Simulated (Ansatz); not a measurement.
Coupled-cluster diagnostics for Ga₃H₂, Ansatz.

Geometry of the doublet (r2SCAN-D4/def2-SVP):

```xyz
5

Ga   -0.314    0.543    1.209
Ga   -0.903    1.609   -0.891
Ga    0.280   -0.482   -1.244
H     1.017   -1.778   -1.794
H    -0.079    0.108    2.720
```

Correlated methods freeze 27 core orbitals; core or outer-core shells of Ga are correlated, in sets that lack core-valence functions. The structure comes from a short search, and lower isomers may exist.

Geometry of the charge 0 quartet (r2SCAN-D4/def2-SVP):

```xyz
5

Ga    0.363    0.680    0.917
Ga    1.774   -1.159   -0.441
Ga   -0.779   -0.409   -0.814
H    -1.959   -0.776   -1.770
H     0.601    1.663    2.108
```

(1) Estimate the CCSD(T) correlation energy, the shares of MP2 and (T), T1 and the reference's ⟨S²⟩ for: charge 0, doublet, own geometry in def2-SVP; charge 0, quartet, own geometry in def2-SVP; and the rough time on 4 threads of Arm Neoverse V2 on a shared host.

Answers

(1) 
| state | basis | correlation (eV) | MP2 share (%) | (T) share (%) | T1 | ⟨S²⟩ (pure) | wall time | remarks |
| --- | --- | --- | --- | --- | --- | --- | --- | --- |
| charge 0, doublet, own geometry | def2-SVP | -17.356 | 97.0 | 4.4 | 0.025 | 0.89 (0.75) | 19 s | spin-contaminated (⟨S²⟩ 0.89) |
| charge 0, quartet, own geometry | def2-SVP | -16.742 | 97.2 | 4.0 | 0.015 | 3.78 (3.75) | 17 s | – |
Customary marks for T1 are 0.02 (closed shells), 0.045 (open shells) and about 0.05 (3d metals). T1 exceeds 0.02 in 1 of 2 rows and 0.045 in 0; the higher it lies, the less the single-reference result can be trusted.
